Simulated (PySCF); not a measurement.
Simulation results for CH7B2Ge, CH6BGeO, CH7BGeN

All values are calculated (PySCF 2.14.0). Calculation on a computer-drawn molecule: the log of a Hartree-Fock and frozen-core CCSD(T) single point meant for a local Hartree-Fock minimum, with one planted fault or none, to be diagnosed. Offsets are logged minus clean, where the clean run is the same molecule without the fault. The reference is restricted for singlets and unrestricted otherwise, and also for a bond in bohr or an excited solution. Adding or removing an electron swaps singlet and doublet. The excited solution moves the top pair (singlet) or top alpha electron (doublet) to the lowest empty orbital. Highest occupied and lowest empty are orbital energies over both spins, largest force is the largest gradient component, triples share is (T) over the correlation energy, the T1 limit is 0.02 restricted and 0.045 unrestricted, electrons count all cores, a negative frequency is imaginary (commonest isotopes), and the dipole is about the centre of nuclear charge; on germanium a core potential holds 10 electrons, which the energies leave out, and 3d is frozen in MP2 and coupled-cluster steps.

Common to all runs: meant charge 0; meant multiplicity 2; meant basis cc-pVDZ; meant basis and core potential on germanium cc-pVDZ-PP ECP10MDF; logged SCF converged yes; logged CC converged yes; logged SCF stable within its kind yes; possible faults no fault, one electron removed, one electron added, multiplicity raised by two, geometry at a saddle point, SCF held on an excited solution, minimal basis STO-3G, one bond length entered in bohr, all coordinates scaled.

```json
{"entry": 1, "formula": "CH7B2Ge", "logged_structure": {"atoms_angstrom": [["B", 0.7978, -1.3506, -1.0527], ["C", 1.1131, 0.1563, -1.2698], ["B", 0.1751, 1.2978, -0.8287], ["Ge", -0.3856, 2.8669, -2.1023], ["H", 1.3222, -2.1912, -1.7306], ["H", 0.015, -1.6855, -0.2058], ["H", 2.0029, 0.4093, -1.8463], ["H", -0.3017, 1.2807, 0.2744], ["H", -0.157, 4.2261, -1.4219], ["H", -1.8837, 2.7616, -2.4286], ["H", 0.3846, 2.8706, -3.4318]]}, "given": {"logged_electrons": 55, "logged_basis_functions": 100, "logged_spin_squared": 3.766, "logged_highest_occupied [eV]": -6.5002, "logged_lowest_empty [eV]": -1.8174, "logged_largest_force [hartree/bohr]": 0.047095, "logged_T1_diagnostic": 0.025009, "logged_D1_diagnostic": 0.11661, "logged_triples_share": 0.028136, "logged_dipole_magnitude [debye]": 3.0497, "logged_energy_HF [hartree]": -384.47247, "logged_energy_CCSD(T) [hartree]": -384.91982, "drawn_bonds_atom": [1, 2, 3, 1, 1, 2, 3, 4, 4, 4], "drawn_bonds_other_atom": [2, 3, 4, 5, 6, 7, 8, 9, 10, 11], "drawn_bonds_order": [1, 1, 1, 1, 1, 1, 1, 1, 1, 1]}, "results": {"planted_fault": "multiplicity raised by two", "HF_energy_offset_from_clean_run [kcal/mol]": 92.75, "CCSD(T)_energy_offset_from_clean_run [kcal/mol]": 97.36}}
{"entry": 2, "formula": "CH6BGeO", "logged_structure": {"atoms_angstrom": [["B", -0.7852, 2.5286, 0.3009], ["C", -0.0555, 1.4962, 1.1952], ["Ge", -0.9068, 0.1072, 2.2658], ["O", 0.1323, -1.3411, 2.3162], ["H", -1.9782, 2.4776, 0.1595], ["H", -0.1727, 3.3944, -0.2627], ["H", 1.0305, 1.536, 1.2727], ["H", -1.0278, 0.5242, 3.7286], ["H", -2.2714, -0.2516, 1.6692], ["H", 0.2197, -1.8043, 1.4959]]}, "given": {"logged_electrons": 57, "logged_basis_functions": 95, "logged_spin_squared": 3.7716, "logged_highest_occupied [eV]": -5.8855, "logged_lowest_empty [eV]": -2.835, "logged_largest_force [hartree/bohr]": 0.076492, "logged_T1_diagnostic": 0.037626, "logged_D1_diagnostic": 0.23769, "logged_triples_share": 0.028525, "logged_dipole_magnitude [debye]": 1.436, "logged_energy_HF [hartree]": -434.0274, "logged_energy_CCSD(T) [hartree]": -434.57703, "drawn_bonds_atom": [1, 2, 3, 1, 1, 2, 3, 3, 4], "drawn_bonds_other_atom": [2, 3, 4, 5, 6, 7, 8, 9, 10], "drawn_bonds_order": [1, 1, 1, 1, 1, 1, 1, 1, 1]}, "results": {"planted_fault": "multiplicity raised by two", "HF_energy_offset_from_clean_run [kcal/mol]": 142.3, "CCSD(T)_energy_offset_from_clean_run [kcal/mol]": 138.6}}
{"entry": 3, "formula": "CH6BGeO", "logged_structure": {"atoms_angstrom": [["B", -0.7852, 2.5286, 0.3009], ["C", -0.0555, 1.4962, 1.1952], ["Ge", -0.9068, 0.1072, 2.2658], ["O", 0.1323, -1.3411, 2.3162], ["H", -1.9782, 2.4776, 0.1595], ["H", 0.3722, 4.1647, -0.7642], ["H", 1.0305, 1.536, 1.2727], ["H", -1.0278, 0.5242, 3.7286], ["H", -2.2714, -0.2516, 1.6692], ["H", 0.2197, -1.8043, 1.4959]]}, "given": {"logged_electrons": 57, "logged_basis_functions": 95, "logged_spin_squared": 1.0459, "logged_highest_occupied [eV]": -8.2918, "logged_lowest_empty [eV]": -0.77388, "logged_largest_force [hartree/bohr]": 0.10298, "logged_T1_diagnostic": 0.059736, "logged_D1_diagnostic": 0.31164, "logged_triples_share": 0.034007, "logged_dipole_magnitude [debye]": 3.3677, "logged_energy_HF [hartree]": -434.09634, "logged_energy_CCSD(T) [hartree]": -434.66189, "drawn_bonds_atom": [1, 2, 3, 1, 1, 2, 3, 3, 4], "drawn_bonds_other_atom": [2, 3, 4, 5, 6, 7, 8, 9, 10], "drawn_bonds_order": [1, 1, 1, 1, 1, 1, 1, 1, 1]}, "results": {"planted_fault": "one bond length entered in bohr, row 5 of the drawn bonds", "HF_energy_offset_from_clean_run [kcal/mol]": 99.0, "CCSD(T)_energy_offset_from_clean_run [kcal/mol]": 85.37}, "notes": ["T1 above single-reference limit"]}
{"entry": 4, "formula": "CH7BGeN", "logged_structure": {"atoms_angstrom": [["B", -2.1249, 0.4619, -0.9833], ["C", -0.8877, -0.023, -1.7012], ["N", 0.3172, -0.2987, -1.1296], ["Ge", 0.7664, -0.1555, 0.6733], ["H", -3.1291, 0.6682, -1.6092], ["H", -2.1184, 0.6448, 0.2086], ["H", -0.9018, -0.1847, -2.7761], ["H", 1.0351, -0.6114, -1.7534], ["H", 0.62, 1.2896, 1.1372], ["H", 2.2313, -0.5944, 0.7152], ["H", -0.1035, -1.0904, 1.5066]]}, "given": {"logged_electrons": 56, "logged_basis_functions": 100, "logged_spin_squared": 0.0, "logged_highest_occupied [eV]": -17.312, "logged_lowest_empty [eV]": -5.5017, "logged_largest_force [hartree/bohr]": 0.14049, "logged_T1_diagnostic": 0.018641, "logged_D1_diagnostic": 0.079243, "logged_triples_share": 0.031318, "logged_dipole_magnitude [debye]": 4.9394, "logged_energy_HF [hartree]": -414.17632, "logged_energy_CCSD(T) [hartree]": -414.71692, "drawn_bonds_atom": [1, 2, 3, 1, 1, 2, 3, 4, 4, 4], "drawn_bonds_other_atom": [2, 3, 4, 5, 6, 7, 8, 9, 10, 11], "drawn_bonds_order": [1, 1, 1, 1, 1, 1, 1, 1, 1, 1]}, "results": {"planted_fault": "one electron removed", "HF_energy_offset_from_clean_run [kcal/mol]": 152.7, "CCSD(T)_energy_offset_from_clean_run [kcal/mol]": 158.9}}
```
